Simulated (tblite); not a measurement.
Compound: C5H9GeNS.
Atom-mapped SMILES: `[N:1]#[C:2][C@@H:3]1[CH2:4][CH2:5][GeH2:6][CH2:7][S:8]1` (hydrogens: H9 on C3; H10, H11 on C4; H12, H13 on C5; H14, H15 on Ge6; H16, H17 on C7)

Computed with GFN2-xTB (tblite), gas phase: L-BFGS steps from a force-field or distance-geometry start until the largest atomic force falls under 0.01 eV/Å.

Step 16: E = -634.7977 eV
```
atom  x, y, z in Å  |  force x, y, z in eV/Å
N1     -2.5581    1.3835    1.0992    0.076   0.013   0.017
C2     -1.9871    0.9164    0.2248   -0.034   0.160  -0.107
C3     -1.2690    0.3315   -0.8745   -0.113  -0.044   0.042
C4     -0.8325   -1.0936   -0.5295    0.058   0.072  -0.059
C5     -0.0636   -1.1583    0.7906   -0.077  -0.063  -0.045
Ge6     1.7170   -0.3452    0.5060   -0.034  -0.010  -0.004
C7      1.2801    1.4872   -0.0931    0.026   0.014  -0.035
S8      0.0784    1.4427   -1.4571   -0.003  -0.034  -0.057
H9     -1.9236    0.3180   -1.7551   -0.030   0.006   0.051
H10    -0.1933   -1.4538   -1.3404   -0.072  -0.096  -0.060
H11    -1.7336   -1.7168   -0.4907    0.086   0.004   0.044
H12    -0.0126   -2.1971    1.1128    0.107  -0.025   0.052
H13    -0.6083   -0.6044    1.5594    0.040  -0.072   0.023
H14     2.4345   -1.0574   -0.5998   -0.008  -0.033  -0.105
H15     2.6455   -0.3440    1.6823   -0.044   0.058   0.132
H16     0.8863    2.1158    0.7050   -0.012   0.003   0.005
H17     2.1329    1.9876   -0.5499    0.035   0.047   0.107
```

Step 17: E = -634.8021 eV
```
atom  x, y, z in Å  |  force x, y, z in eV/Å
N1     -2.5553    1.3911    1.0957    0.055   0.035   0.042
C2     -1.9856    0.9240    0.2207   -0.043   0.170  -0.037
C3     -1.2691    0.3348   -0.8735   -0.059  -0.071   0.005
C4     -0.8348   -1.0887   -0.5279    0.065  -0.012  -0.047
C5     -0.0648   -1.1627    0.7887    0.007  -0.033  -0.019
Ge6     1.7151   -0.3420    0.5060    0.036  -0.098   0.008
C7      1.2772    1.4866   -0.0945    0.033  -0.003  -0.022
S8      0.0827    1.4353   -1.4620   -0.008   0.009  -0.110
H9     -1.9262    0.3145   -1.7497   -0.050   0.029  -0.018
H10    -0.2002   -1.4558   -1.3383   -0.050  -0.076  -0.090
H11    -1.7350   -1.7099   -0.4870    0.020  -0.027   0.046
H12    -0.0064   -2.2037    1.1023    0.093  -0.026   0.047
H13    -0.6067   -0.6169    1.5637    0.018  -0.055   0.042
H14     2.4426   -1.0589   -0.5962   -0.048   0.002  -0.071
H15     2.6492   -0.3368    1.6819   -0.080   0.057   0.108
H16     0.8777    2.1119    0.7010   -0.038   0.037   0.046
H17     2.1327    1.9893   -0.5409    0.049   0.063   0.067
```

Step 18: E = -634.8065 eV
```
atom  x, y, z in Å  |  force x, y, z in eV/Å
N1     -2.5517    1.3988    1.0937    0.035   0.064   0.057
C2     -1.9850    0.9341    0.2157   -0.030   0.135   0.028
C3     -1.2703    0.3368   -0.8727    0.010  -0.050  -0.042
C4     -0.8361   -1.0848   -0.5273    0.041  -0.093  -0.017
C5     -0.0657   -1.1673    0.7867    0.094  -0.007   0.017
Ge6     1.7139   -0.3409    0.5060    0.086  -0.135   0.015
C7      1.2751    1.4862   -0.0961    0.023  -0.013  -0.001
S8      0.0863    1.4285   -1.4683   -0.004   0.034  -0.117
H9     -1.9296    0.3117   -1.7450   -0.065   0.041  -0.077
H10    -0.2075   -1.4592   -1.3384   -0.028  -0.045  -0.104
H11    -1.7355   -1.7041   -0.4827   -0.042  -0.056   0.045
H12     0.0013   -2.2101    1.0940    0.072  -0.019   0.030
H13    -0.6048   -0.6294    1.5683    0.001  -0.043   0.043
H14     2.4490   -1.0603   -0.5947   -0.077   0.029  -0.036
H15     2.6507   -0.3291    1.6840   -0.110   0.050   0.078
H16     0.8694    2.1089    0.6980   -0.051   0.042   0.053
H17     2.1336    1.9922   -0.5311    0.046   0.067   0.029
```

Task: Estimate the geometry and energy of step 19. (The exact step hangs on the optimiser's Hessian estimate; all steps are aligned on step 18, rigid shifts and turns removed.)

Result: E = -634.8116 eV, largest force 0.163 eV/Å
```
atom  x, y, z in Å  |  force x, y, z in eV/Å
N1     -2.5466    1.4098    1.0925    0.023   0.092   0.048
C2     -1.9846    0.9489    0.2097    0.013   0.056   0.080
C3     -1.2720    0.3387   -0.8724    0.066  -0.001  -0.082
C4     -0.8370   -1.0819   -0.5266   -0.006  -0.149   0.019
C5     -0.0647   -1.1733    0.7846    0.156   0.011   0.047
Ge6     1.7142   -0.3420    0.5064    0.106  -0.108   0.015
C7      1.2729    1.4856   -0.0978    0.006  -0.012   0.021
S8      0.0909    1.4209   -1.4784    0.010   0.041  -0.073
H9     -1.9350    0.3093   -1.7407   -0.061   0.044  -0.117
H10    -0.2171   -1.4645   -1.3407   -0.008  -0.006  -0.099
H11    -1.7368   -1.6983   -0.4766   -0.092  -0.080   0.043
H12     0.0121   -2.2182    1.0844    0.045  -0.007   0.008
H13    -0.6024   -0.6458    1.5746   -0.001  -0.034   0.023
H14     2.4552   -1.0615   -0.5937   -0.092   0.045  -0.007
H15     2.6502   -0.3186    1.6882   -0.129   0.035   0.049
H16     0.8583    2.1058    0.6950   -0.053   0.018   0.029
H17     2.1355    1.9971   -0.5186    0.020   0.055  -0.005
```

The energy changes by -0.0051 eV. The first-order estimate −F·Δx gives -0.0070 eV and the mean of the old and new forces, exact on a quadratic surface, -0.0052 eV. The step makes an angle of 68° with the force vector and moves no atom by more than 0.018 Å.

The cost below is that of the whole relaxation. Hardware: one thread of an Arm Neoverse V1 (shared host). Cost: 0.71 s wall.
